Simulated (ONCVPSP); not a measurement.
# Ge: excitation energies, all-electron against ONCV

ONCVPSP 4.0.1 input, shortened (lines: element, Z, core and valence counts, functional; n l f; lmax; l rc ep ncon nbas qcut; lloc lpopt rc5 dvloc0; l nproj debl; icmod fcfact rcfact), PW91, scalar-relativistic:

```
  Ge 32.00    5    3  -109134      upf
    1    0    2.00
    2    0    2.00
    2    1    6.00
    3    0    2.00
    3    1    6.00
    3    2   10.00
    4    0    2.00
    4    1    2.00
    3
    0    2.52    0.00    4    7    3.90
    1    2.25    0.00    3    7    3.70
    2    0.90    0.00    4    9   17.10
    3    2.25    0.15    4    8    5.20
    4    5    0.75    0.00
    0    1    2.20
    1    3    2.50
    2    3    3.10
    3    2    3.30
    3    2.00    1.25
```

Energies are relative to the spin-unpolarised reference configuration 3d10 4s2 4p2; without spin polarisation the order of configurations can differ from experiment.

| valence configuration | charge | ΔE all-electron (eV) | error AE − PS (meV) |
| --- | --- | --- | --- |
| 3d10 4s2 4p0 | +2 | 23.027 | +4.2 |
| 3d10 4s1 4p0 | +3 | 57.928 | -28 |

**Question.** What are ΔE and the potential's error for 3d10 4s2 4p1?

**Answer.** ΔE = 7.502 eV all-electron; the error (AE − PS) is 0.0 meV.

**Question.** What are ΔE and the potential's error for 3d10 4s1 4p2?

**Answer.** ΔE = 16.246 eV all-electron; the error (AE − PS) is -14 meV.

Levels in the configuration 3d10 4s2 4p1:

```
level  all-electron (eV)  pseudo (eV)
   3d            -38.425      -38.347
   4s            -19.957      -19.954
   4p            -11.314      -11.312
```

Note: ghosts flagged at negative energy: s at -222.6 eV, f at -260.1 eV; GHOST(+) flagged for p at 148.9 eV. A true bound ghost makes a file unfit for plane-wave use.
